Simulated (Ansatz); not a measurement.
Consider the ligand exchange at a B–Se bond: `NB(O)[SeH]` + HCl → `NB(O)Cl` + H₂Se.

Isolated molecules relaxed with PBE0-D4/def2-TZVP in Ansatz; ΔE leaves out vibrations. CCSD(T)/CBS is the MP2 limit (def2-TZVPP, def2-QZVPP) plus CCSD(T) − MP2 in def2-TZVPP, frozen cores. This one scheme is used for every species. DFT in def2-TZVPP. For Se outer-core shells are correlated without core-valence functions, which leaves a few kJ/mol of doubt a bond. Scalar relativity is left out up to krypton. Each species was taken in one conformer, which may not be the lowest.

```
  level  ΔE (eV)
 r2SCAN    -0.53
r2SCAN0    -0.53
```

Q: What does CCSD(T)/CBS give? (Best estimate.)

A: Ansatz gave: -0.46 eV. The listed levels differ from it by -0.07, -0.07 eV.

Largest T1 diagnostic among the species: 0.011.

Leaving LDA and LC-ωPBE aside and taking each functional with its dispersion term where it has one, the values, not all of them listed here, spread over 0.09 eV, from B97M-V to revPBE-D4. The D4 term adds +0.03 eV with B3LYP and +0.02 eV with PBE0; it sums over pairs of atoms, weighted by their polarisabilities, and B3LYP, whose exchange is more repulsive, gets the larger term. At CCSD(T), def2-SVP lies −0.15 eV from the extrapolated value and def2-TZVPP −0.01 eV.

B3LYP here is the variant with VWN-RPA as its local correlation; programs differ in this.
